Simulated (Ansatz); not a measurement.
Consider the formal exchange of groups at a B–Te bond: `OB[TeH]` + `[GaH3]` → `O[BH][GaH2]` + H₂Te.

Gas-phase electronic energies from Ansatz, PBE0-D4/def2-TZVP geometries. CBS: MP2 limit from def2 TZ/QZ plus the TZ coupled-cluster correction, frozen cores. Functionals use def2-TZVPP. B3LYP here is the variant with VWN-RPA as its local correlation; programs differ in this. HSE06 is defined as in plane-wave codes. def2 core potentials past Kr. For Ga, Te outer-core shells are correlated without core-valence functions, which leaves a few kJ/mol of doubt a bond. Scalar relativity is left out up to krypton. Each species was taken in one conformer, which may not be the lowest.

| level | ΔE (kcal/mol) | difference from CCSD(T)/CBS |
| --- | --- | --- |
| LDA (SPW92) | 17.0 | -0.1 |
| PBE-D4 | 16.7 | -0.4 |
| revPBE-D4 | 17.0 | -0.1 |
| BLYP-D4 | 16.1 | -1.0 |
| r2SCAN-D4 | 18.1 | 1.0 |
| B97M-V | 17.8 | 0.7 |
| PBE0-D4 | 17.1 | 0.0 |
| B3LYP-D4 | 16.5 | -0.6 |
| r2SCAN0-D4 | 18.2 | 1.1 |
| HSE06-D4 | 17.2 | 0.1 |
| CAM-B3LYP-D4 | 16.1 | -1.0 |
| ωB97M-V | 16.7 | -0.4 |
| B2PLYP | 17.2 | 0.1 |
| PBE-QIDH | 18.2 | 1.1 |
| PBE | 16.4 | -0.7 |
| revPBE | 16.1 | -1.0 |
| BLYP | 15.3 | -1.8 |
| PBE0 | 16.9 | -0.2 |
| B3LYP | 15.9 | -1.2 |
| r2SCANh | 18.1 | 1.0 |
| r2SCAN0 | 18.1 | 1.0 |
| HSE06 | 16.9 | -0.2 |
| BHLYP | 16.6 | -0.5 |
| CAM-B3LYP | 15.8 | -1.3 |
| LC-ωPBE | 16.0 | -1.1 |
| RPA@PBE/def2-TZVPP | 15.9 | -1.2 |
| HF/def2-SVP | 17.7 | 0.6 |
| MP2/def2-SVP | 19.2 | 2.1 |
| CCSD(T)/def2-SVP | 17.3 | 0.2 |
| HF/def2-TZVPP | 17.3 | 0.2 |
| MP2/def2-TZVPP | 19.4 | 2.3 |
| SCS-MP2/def2-TZVPP | 18.2 | 1.1 |
| CCSD/def2-TZVPP | 16.4 | -0.7 |
| CCSD(T)/def2-TZVPP | 16.9 | -0.2 |
| HF/def2-QZVPP | 17.5 | 0.4 |
| MP2/def2-QZVPP | 19.5 | 2.4 |
| SCS-MP2/def2-QZVPP | 18.4 | 1.3 |
| HF/CBS(def2) | 17.5 | 0.4 |
| MP2/CBS(def2) | 19.5 | 2.4 |
| CCSD/CBS(def2) | 16.5 | -0.6 |
| CCSD(T)/CBS | 17.1 | 0 |

Question: What do rigid-rotor, harmonic-oscillator terms from PBE0-D4/def2-TZVP frequencies (298.15 K, 1 bar) make of the CCSD(T)/CBS value? (Best estimate.)

Answer: Ansatz gave: ΔZPE = -0.7 kcal/mol, ΔH = +16.7 kcal/mol, ΔS = 17 J/(mol·K), ΔG = +15.5 kcal/mol.

Largest T1 diagnostic among the species: 0.014.

From BLYP to BHLYP (50 % exact exchange), in def2-TZVPP and without D4, ΔE moves by +1.2 kcal/mol. Leaving LDA and LC-ωPBE aside and taking each functional with its dispersion term where it has one, the values spread over 2.2 kcal/mol, from CAM-B3LYP-D4 to PBE-QIDH.
